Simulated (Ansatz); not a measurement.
Relaxation of AlCl₂H₅OSi (10 atoms, charge 0, multiplicity 1), to a largest force component of 0.03 eV/Å in at most 50 steps.

Method: RKS PBE-D4/def2-SVP (Ansatz).

```xyz
10
Properties=species:S:1:pos:R:3
Al -0.116 0.563 -0.492
Cl -0.104 0.130 2.903
O 1.353 -0.193 -0.896
Si 2.370 -1.434 -1.360
H 1.583 -2.567 -1.961
H 3.355 -0.923 -2.374
H 3.121 -1.938 -0.157
Cl -1.942 -0.187 -1.223
H -0.083 1.877 0.366
H -0.072 1.210 2.104
```

Task: Where does it end, and by what steps?

Result: It converged. After 14 steps the energy has fallen by 0.219 eV; Cl2 moved furthest, 0.74 Å. Joined: Al1–Cl2 (3.42 → 2.67 Å).

```
step  energy less start (eV)  largest force component (eV/Å)  accepted
   0                  0.0000                           0.695       yes
   1                 -0.0556                           0.645       yes
   2                 -0.0830                           0.504       yes
   3                 -0.1233                           0.724       yes
   4                 -0.1278                           0.269       yes
   5                 -0.1466                           0.294       yes
   6                 -0.1564                           0.422       yes
   7                 -0.1694                           0.192       yes
   8                 -0.1919                           0.424       yes
   9                 -0.1808                           0.747        no
  10                 -0.2101                           0.261       yes
  11                 -0.2153                           0.144       yes
  12                 -0.2145                           0.291        no
  13                 -0.2160                           0.158       yes
  14                 -0.2189                           0.014       yes
```

```xyz
10
Properties=species:S:1:pos:R:3
Al -0.105 0.614 -0.389
Cl -0.124 -0.083 2.193
O 1.344 -0.190 -0.823
Si 2.350 -1.422 -1.303
H 1.573 -2.556 -1.919
H 3.340 -0.910 -2.314
H 3.109 -1.958 -0.116
Cl -1.948 -0.273 -0.963
H -0.055 2.152 -0.010
H -0.019 1.165 2.554
```

Whether the end is a true minimum wasn't checked by a vibrational analysis.

Run time: 21 s on 4 threads of Arm Neoverse V1, on a shared host, peak memory 0.17 GiB.
